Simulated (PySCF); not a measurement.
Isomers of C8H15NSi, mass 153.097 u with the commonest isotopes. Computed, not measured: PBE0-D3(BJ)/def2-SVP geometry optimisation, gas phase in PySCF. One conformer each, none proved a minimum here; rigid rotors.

Task: Order these by rotational constant B, largest first.
A. Si(vinyl)3(NMe2), `C=C[Si](C=C)(C=C)N(C)C`
B. `[CH2:1]=[CH:2][CH2:3][N:4]([CH3:5])[Si@@H:6]([CH3:7])[C:8]#[C:9][CH3:10]` with C1–C2–C3–N4 -124°, C2–C3–N4–C5 68°, C3–N4–Si6–C7 161°
C. `C=C[Si](C=C)(C=C)NCC` (Si(vinyl)3(NHEt))

Result: A (968.9 MHz), C (841.5 MHz), B (543.3 MHz).

Task: Order these by rotational constant C, largest first.
A. Si(vinyl)3(NHEt), `C=C[Si](C=C)(C=C)NCC`
B. Si(vinyl)3(NMe2), `C=C[Si](C=C)(C=C)N(C)C`
C. `[CH2:1]=[CH:2][CH2:3][N:4]([CH3:5])[Si@@H:6]([CH3:7])[C:8]#[C:9][CH3:10]` with C1–C2–C3–N4 -124°, C2–C3–N4–C5 68°, C3–N4–Si6–C7 161°

Result: B (840.4 MHz), A (768.4 MHz), C (455.7 MHz).

Task: Order these by out-of-plane moment Σ m c² = (Ia + Ib − Ic)/2, largest first.
A. `[CH2:1]=[CH:2][CH2:3][N:4]([CH3:5])[Si@@H:6]([CH3:7])[C:8]#[C:9][CH3:10]` with C1–C2–C3–N4 -124°, C2–C3–N4–C5 68°, C3–N4–Si6–C7 161°
B. Si(vinyl)3(NMe2) (`C=C[Si](C=C)(C=C)N(C)C`)
C. Si(vinyl)3(NHEt), `C=C[Si](C=C)(C=C)NCC`

Result: C (205.96 u·Å²), B (193.01 u·Å²), A (69.59 u·Å²).

```json
{"SMILES": "C=CCN(C)[Si@@H](C)C#CC", "point group": "C1", "Ia (u·Å²)": "317.91", "Ib (u·Å²)": "930.17", "Ic (u·Å²)": "1108.91", "κ": "-0.85", "μa (D)": "0.93", "μb (D)": "0.57", "μc (D)": "0.89"}
{"SMILES": "C=C[Si](C=C)(C=C)N(C)C", "point group": "C1", "Ia (u·Å²)": "465.80", "Ib (u·Å²)": "521.62", "Ic (u·Å²)": "601.39", "κ": "0.05", "μa (D)": "0.06", "μb (D)": "0.11", "μc (D)": "0.23"}
{"SMILES": "C=C[Si](C=C)(C=C)NCC", "point group": "C1", "Ia (u·Å²)": "469.04", "Ib (u·Å²)": "600.59", "Ic (u·Å²)": "657.71", "κ": "-0.53", "μa (D)": "0.41", "μb (D)": "0.14", "μc (D)": "0.42"}
```
